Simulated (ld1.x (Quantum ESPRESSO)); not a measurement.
LDA (PZ) ultrasoft dataset for silver (Ag), scalar-relativistic all-electron reference.

The input file (ld1.x (Quantum ESPRESSO) 7.5):

```
&input
   title='Ag', zed=47., rel=1, dft='PZ', iswitch=3,
   config='[Kr] 4d10 5s1 5p0',
   nld=3, rlderiv=3.65, eminld=-3.0, emaxld=5.0, deld=0.02
 /
 &inputp
   pseudotype=3, tm=.true., lloc=-1, rcloc=1.70,
   nlcc=.false.,
   file_pseudopw='Ag.UPF', file_wfcaegen='ae.wfc', file_wfcncgen='nc.wfc', file_beta='beta', file_chi='chi', file_wfcusgen='us.wfc'
 /
6
5S  1  0   1.00   0.00  2.10  2.80  0.0
5S  1  0   0.00   3.30  2.10  2.80  0.0
5P  2  1   0.00   0.00  2.70  3.35  0.0
5P  2  1   0.00   3.70  2.70  3.35  0.0
4D  3  2  10.00   0.00  1.15  1.35  0.0
4D  3  2   0.00   2.90  1.15  1.35  0.0
 &test
   configts(1)='4d10 5s1 5p0'
 /
```

Command:

```bash
ld1.x < Ag.in > Ag.out
```

The program printed (shortened: banner, matrices, multipoles, cross overlaps and the repeated all-electron block are left out):

```
Program LD1 v.7.5
     --------------------------- All-electron run ----------------------------

     Ag
     scalar relativistic calculation

     atomic number is 47.00
     dft =PZ   lsd =0 sic =0 latt =0  beta=0.20 tr2=1.0E-14
     Exchange-correlation= PZ
                           (   1   1   0   0   0   0   0)
     mesh =1237 r(mesh) =  99.46963 a.u. xmin = -7.00 dx = 0.01250
     1 Ry =  13.60569312 eV, c = 137.03599908

     n l     nl                  e(Ry)          e(Ha)          e(eV)
     1 0     1S 1( 2.00)     -1859.4430      -929.7215    -25299.0107
     2 0     2S 1( 2.00)      -273.8453      -136.9226     -3725.8549
     2 1     2P 1( 6.00)      -245.7942      -122.8971     -3344.2009
     3 0     3S 1( 2.00)       -50.1688       -25.0844      -682.5811
     3 1     3P 1( 6.00)       -40.9552       -20.4776      -557.2232
     4 0     4S 1( 2.00)        -6.9881        -3.4940       -95.0778
     4 1     4P 1( 6.00)        -4.3120        -2.1560       -58.6672
     3 2     3D 1(10.00)       -26.3791       -13.1895      -358.9056
     4 2     4D 1(10.00)        -0.5631        -0.2816        -7.6619
     5 0     5S 1( 1.00)        -0.3469        -0.1734        -4.7197
     5 1     5P 1( 0.00)        -0.0622        -0.0311        -0.8460

     final scf error:  8.3E-15 reached in  23 iterations

     Etot =  -10622.264787 Ry,   -5311.132394 Ha, -144523.274964 eV

     Ekin =   11032.502409 Ry,    5516.251205 Ha,  150104.842159 eV
     Encl =  -25685.709504 Ry,  -12842.854752 Ha, -349471.881153 eV
     Eh   =    4319.191280 Ry,    2159.595640 Ha,   58765.591092 eV
     Exc  =    -288.248972 Ry,    -144.124486 Ha,   -3921.827063 eV

     normalization and overlap integrals

     s(1S/1S) =  1.000000  <r> =   0.0311  <r2> =    0.0013  r(max) =   0.0202
     s(2S/2S) =  1.000000  <r> =   0.1351  <r2> =    0.0215  r(max) =   0.1136
     s(2P/2P) =  1.000000  <r> =   0.1177  <r2> =    0.0169  r(max) =   0.0907
     s(3S/3S) =  1.000000  <r> =   0.3692  <r2> =    0.1559  r(max) =   0.3328
     s(3P/3P) =  1.000000  <r> =   0.3681  <r2> =    0.1574  r(max) =   0.3246
     s(4S/4S) =  1.000000  <r> =   0.9111  <r2> =    0.9421  r(max) =   0.8186
     s(4P/4P) =  1.000000  <r> =   1.0003  <r2> =    1.1495  r(max) =   0.8714
     s(3D/3D) =  1.000000  <r> =   0.3460  <r2> =    0.1427  r(max) =   0.2725
     s(4D/4D) =  1.000000  <r> =   1.4215  <r2> =    2.5216  r(max) =   1.0381
     s(5S/5S) =  1.000000  <r> =   3.1080  <r2> =   11.2353  r(max) =   2.4902
     s(5P/5P) =  1.000000  <r> =   4.9934  <r2> =   30.3767  r(max) =   3.6688

     ------------------------ End of All-electron run ------------------------

     --------------------- Generating US pseudopotential ---------------------

      Generating local potential from pseudized AE potential:
      Matching radius rcloc =   1.7000

      Local pseudo, rcloc= 1.690 Estimated cut-off energy=     8.87 Ry

      Wfc   5S  rcut= 2.117  Using Troullier-Martins method
      Wfc-us  5S rcutus= 2.787  Estimated cut-off energy=     5.91 Ry

      Wfc   5S  rcut= 2.117  Using Troullier-Martins method
      Wfc-us  5S rcutus= 2.787  Estimated cut-off energy=    14.24 Ry

      Wfc   5P  rcut= 2.718  Using Troullier-Martins method
      Wfc-us  5P rcutus= 3.320  Estimated cut-off energy=     6.70 Ry

      Wfc   5P  rcut= 2.718  Using Troullier-Martins method
      Wfc-us  5P rcutus= 3.320  Estimated cut-off energy=     7.23 Ry

      Wfc   4D  rcut= 1.162  Using Troullier-Martins method
      Wfc-us  4D rcutus= 1.350  Estimated cut-off energy=    62.57 Ry

      Wfc   4D  rcut= 1.162  Using Troullier-Martins method
      Wfc-us  4D rcutus= 1.350  Estimated cut-off energy=    81.22 Ry

     ------------------- End of pseudopotential generation -------------------

     Computing logarithmic derivative in   3.64597
     Computing logarithmic derivative in   3.64597
     Computing the partial wave expansion
     R is outside the sphere for l=    0 j= 0.00
     R is outside the sphere for l=    0 j= 0.00
     R is outside the sphere for l=    1 j= 0.00
     R is outside the sphere for l=    1 j= 0.00
     R is outside the sphere for l=    2 j= 0.00
     R is outside the sphere for l=    2 j= 0.00

     ---------------------- Testing the pseudopotential ----------------------

     Ag
     scalar relativistic calculation

     atomic number is 47.00   valence charge is 11.00
     dft =PZ   lsd =0 sic =0 latt =0  beta=0.20 tr2=1.0E-14
     mesh =1237 r(mesh) =  99.46963 xmin = -7.00 dx = 0.01250

     n l     nl             e AE (Ry)        e PS (Ry)    De AE-PS (Ry)
     3 2     4D   1(10.00)       -0.56314       -0.56314        0.00000
     1 0     5S   1( 1.00)       -0.34689       -0.34689        0.00000
     2 1     5P   1( 0.00)       -0.06218       -0.06218        0.00000

     eps = 4.7E-19  iter =  6

     Etot =  -10622.264787 Ry,   -5311.132394 Ha, -144523.274964 eV
     Etotps =   -74.241671 Ry,     -37.120836 Ha,   -1010.109399 eV

     Ekin =      62.408665 Ry,      31.204333 Ha,     849.113146 eV
     Encl =    -184.599138 Ry,     -92.299569 Ha,   -2511.599219 eV
     Ehrt =      71.757759 Ry,      35.878880 Ha,     976.314054 eV
     Ecxc =     -11.262304 Ry,      -5.631152 Ha,    -153.231446 eV
     Epseu=     -12.546655 Ry,      -6.273327 Ha,    -170.705933 eV

     ---------------------- End of pseudopotential test ----------------------
```

Generation and configuration tests took about 3.4 s on one core of a shared server CPU.

Transferability test of the new file with ld1.x, input:

```
&input
   title='Ag', zed=47., rel=1, dft='PZ', iswitch=2,
   config='[Kr] 4d10 5s1 5p0'
 /
 &test
   file_pseudo='Ag.UPF', nconf=10,
   configts(1)='4d10 5s1 5p0',
   configts(2)='4d10 5s0 5p0',
   configts(3)='4d9 5s0 5p0',
   configts(4)='4d8 5s0 5p0',
   configts(5)='4d7 5s0 5p0',
   configts(6)='4d9 5s1 5p1',
   configts(7)='4d9 5s2 5p0',
   configts(8)='4d10 5s0 5p1',
   configts(9)='4d10 5s1 5p0', lsdts(9)=1,
   configts(10)='4d9 5s0 5p0', lsdts(10)=1
 /
```

```bash
ld1.x < Ag.test.in > Ag.test.out
```

Pseudopotential blocks of its output, shortened (energy terms left out; the distinct warnings before each block abridged to one line each):

```
     ---------------------- Testing the pseudopotential ----------------------

     n l     nl             e AE (Ry)        e PS (Ry)    De AE-PS (Ry)
     3 2     4D   1(10.00)       -0.56314       -0.56314        0.00000
     1 0     5S   1( 1.00)       -0.34689       -0.34689        0.00000
     2 1     5P   1( 0.00)       -0.06218       -0.06218        0.00000

     eps = 2.7E-19  iter =  6

     Etot =  -10622.264787 Ry,   -5311.132394 Ha, -144523.274964 eV
     Etotps =   -74.241671 Ry,     -37.120836 Ha,   -1010.109399 eV

     ---------------------- End of pseudopotential test ----------------------

          Warning: n=2, l=1 expected 0 nodes, found 1
     ---------------------- Testing the pseudopotential ----------------------

     n l     nl             e AE (Ry)        e PS (Ry)    De AE-PS (Ry)
     3 2     4D   1(10.00)       -1.17004       -1.16742       -0.00262
     1 0     5S   1( 0.00)       -0.85449       -0.85430       -0.00019
     2 1     5P   1( 0.00)       -0.47182       -0.47182        0.00000

     eps = 1.8E-16  iter =  7

     Etot =  -10621.669280 Ry,   -5310.834640 Ha, -144515.172680 eV
     Etotps =   -73.645791 Ry,     -36.822896 Ha,   -1002.002033 eV
     dEtot_ae =       0.595507 Ry
     dEtot_ps =       0.595880 Ry,   Delta E=      -0.000374 Ry

     ---------------------- End of pseudopotential test ----------------------

          ---------------------- Testing the pseudopotential ----------------------

     n l     nl             e AE (Ry)        e PS (Ry)    De AE-PS (Ry)
     3 2     4D   1( 9.00)       -2.14230       -2.14313        0.00083
     1 0     5S   1( 0.00)       -1.55325       -1.54190       -0.01135  !
     2 1     5P   1( 0.00)       -1.06460       -1.06460        0.00000

     eps = 8.9E-17  iter =  7

     Etot =  -10620.024170 Ry,   -5310.012085 Ha, -144492.789810 eV
     Etotps =   -72.001939 Ry,     -36.000969 Ha,    -979.636285 eV
     dEtot_ae =       2.240618 Ry
     dEtot_ps =       2.239733 Ry,   Delta E=       0.000885 Ry

     ---------------------- End of pseudopotential test ----------------------

          ---------------------- Testing the pseudopotential ----------------------

     n l     nl             e AE (Ry)        e PS (Ry)    De AE-PS (Ry)
     3 2     4D   1( 8.00)       -3.23155       -3.24268        0.01113  !
     1 0     5S   1( 0.00)       -2.33385       -2.29902       -0.03483  !
     2 1     5P   1( 0.00)       -1.75179       -1.75179        0.00000

     eps = 5.4E-17  iter =  7

     Etot =  -10617.346336 Ry,   -5308.673168 Ha, -144456.356023 eV
     Etotps =   -69.318408 Ry,     -34.659204 Ha,    -943.124988 eV
     dEtot_ae =       4.918451 Ry
     dEtot_ps =       4.923263 Ry,   Delta E=      -0.004812 Ry

     ---------------------- End of pseudopotential test ----------------------

          ---------------------- Testing the pseudopotential ----------------------

     n l     nl             e AE (Ry)        e PS (Ry)    De AE-PS (Ry)
     3 2     4D   1( 7.00)       -4.41766       -4.44609        0.02844  !
     1 0     5S   1( 0.00)       -3.18314       -3.10851       -0.07463  !
     2 1     5P   1( 0.00)       -2.51592       -2.10338       -0.41254  !

     eps = 1.4E-17  iter =  7

     Etot =  -10613.529738 Ry,   -5306.764869 Ha, -144404.428560 eV
     Etotps =   -65.482037 Ry,     -32.741019 Ha,    -890.928502 eV
     dEtot_ae =       8.735050 Ry
     dEtot_ps =       8.759634 Ry,   Delta E=      -0.024585 Ry

     ---------------------- End of pseudopotential test ----------------------

          BEWARE! Errors in PS-KS equations
     ---------------------- Testing the pseudopotential ----------------------

     n l     nl             e AE (Ry)        e PS (Ry)    De AE-PS (Ry)
     3 2     4D   1( 9.00)       -0.92965       -1.44175        0.51210  !
     1 0     5S   1( 1.00)       -0.51695       -0.96444        0.44749  !
     2 1     5P   1( 1.00)       -0.16639       -0.16639        0.00000

     eps = 7.2E-15  iter = 29

     Etot =  -10621.634787 Ry,   -5310.817393 Ha, -144514.703372 eV
     Etotps =   -73.420252 Ry,     -36.710126 Ha,    -998.933412 eV
     dEtot_ae =       0.630000 Ry
     dEtot_ps =       0.821420 Ry,   Delta E=      -0.191419 Ry

     ---------------------- End of pseudopotential test ----------------------

          ---------------------- Testing the pseudopotential ----------------------

     n l     nl             e AE (Ry)        e PS (Ry)    De AE-PS (Ry)
     3 2     4D   1( 9.00)       -0.79894       -0.81136        0.01242  !
     1 0     5S   1( 2.00)       -0.42930       -0.42847       -0.00082
     2 1     5P   1( 0.00)       -0.10106       -0.10077       -0.00029

     eps = 5.3E-15  iter = 16

     Etot =  -10621.973687 Ry,   -5310.986843 Ha, -144519.314345 eV
     Etotps =   -73.944995 Ry,     -36.972498 Ha,   -1006.072916 eV
     dEtot_ae =       0.291100 Ry
     dEtot_ps =       0.296676 Ry,   Delta E=      -0.005576 Ry

     ---------------------- End of pseudopotential test ----------------------

          ---------------------- Testing the pseudopotential ----------------------

     n l     nl             e AE (Ry)        e PS (Ry)    De AE-PS (Ry)
     3 2     4D   1(10.00)       -0.70502       -0.70335       -0.00167
     1 0     5S   1( 0.00)       -0.44523       -0.44464       -0.00059
     2 1     5P   1( 1.00)       -0.13645       -0.13631       -0.00014

     eps = 3.2E-15  iter = 12

     Etot =  -10621.969258 Ry,   -5310.984629 Ha, -144519.254088 eV
     Etotps =   -73.946181 Ry,     -36.973091 Ha,   -1006.089052 eV
     dEtot_ae =       0.295529 Ry
     dEtot_ps =       0.295490 Ry,   Delta E=       0.000039 Ry

     ---------------------- End of pseudopotential test ----------------------

          ---------------------- Testing the pseudopotential ----------------------

     n l     nl             e AE (Ry)        e PS (Ry)    De AE-PS (Ry)
     3 2     4D   1( 5.00)       -0.56657       -0.56640       -0.00017
     1 0     5S   1( 1.00)       -0.36526       -0.36556        0.00030
     2 1     5P   1( 0.00)       -0.07487       -0.07496        0.00008
     3 2     4D   2( 5.00)       -0.55376       -0.55317       -0.00060
     1 0     5S   2( 0.00)       -0.32040       -0.31963       -0.00077
     2 1     5P   2( 0.00)       -0.04264       -0.04233       -0.00030

     eps = 2.6E-15  iter = 17

     Etot =  -10622.275730 Ry,   -5311.137865 Ha, -144523.423845 eV
     Etotps =   -74.252881 Ry,     -37.126440 Ha,   -1010.261912 eV
     dEtot_ae =      -0.010943 Ry
     dEtot_ps =      -0.011209 Ry,   Delta E=       0.000267 Ry

     ---------------------- End of pseudopotential test ----------------------

          ---------------------- Testing the pseudopotential ----------------------

     n l     nl             e AE (Ry)        e PS (Ry)    De AE-PS (Ry)
     3 2     4D   1( 5.00)       -2.16493       -2.18083        0.01589  !
     1 0     5S   1( 0.00)       -1.56297       -1.55198       -0.01098  !
     2 1     5P   1( 0.00)       -1.07095       -1.07095        0.00000
     3 2     4D   2( 4.00)       -2.11768       -2.10092       -0.01676  !
     1 0     5S   2( 0.00)       -1.54267       -1.53077       -0.01190  !
     2 1     5P   2( 0.00)       -1.05766       -1.05766        0.00000

     eps = 3.9E-16  iter =  9

     Etot =  -10620.035976 Ry,   -5310.017988 Ha, -144492.950448 eV
     Etotps =   -72.021898 Ry,     -36.010949 Ha,    -979.907836 eV
     dEtot_ae =       2.228811 Ry
     dEtot_ps =       2.219774 Ry,   Delta E=       0.009037 Ry

     ---------------------- End of pseudopotential test ----------------------
```
